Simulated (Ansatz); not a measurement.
Cartesian coordinates in Å:
```
O 0.207 2.479 -1.376
Si -0.212 1.305 -0.330
Cl -1.968 0.398 -0.893
S 1.365 -0.125 -0.295
Ge 0.381 -1.833 0.716
Cl -0.524 -1.164 2.550
H 0.420 2.235 -2.279
H -0.435 1.952 0.969
H -0.736 -2.436 -0.137
H 1.503 -2.811 1.073
```

Charge 0, multiplicity 1.

**Question.** List the r2SCAN/def2-TZVPP orbital energies in eV (Ansatz). (Best estimate.)

**Answer.** Ansatz gave: Occupied: -10835.70, -2753.56, -2753.39, -2409.39, -1793.09, -1350.74, -1200.81, -1200.79, -1200.76, -516.52, -254.96, -254.76, -213.85, -193.49, -193.37, -193.36, -193.32, -193.16, -193.15, -168.95, -157.90, -157.84, -157.74, -143.31, -118.70, -118.64, -118.55, -98.22, -98.19, -98.12, -31.98, -31.94, -31.87, -31.84, -31.82, -27.17, -21.78, -21.37, -19.10, -15.07, -14.29, -12.26, -10.71, -10.62, -10.18, -9.99, -9.33, -9.23, -8.76, -8.34, -8.09, -8.00, -7.90, -7.07. Lowest empty: -1.47, -0.91, -0.18, -0.12, 0.26, 0.96, 1.12, 1.85.
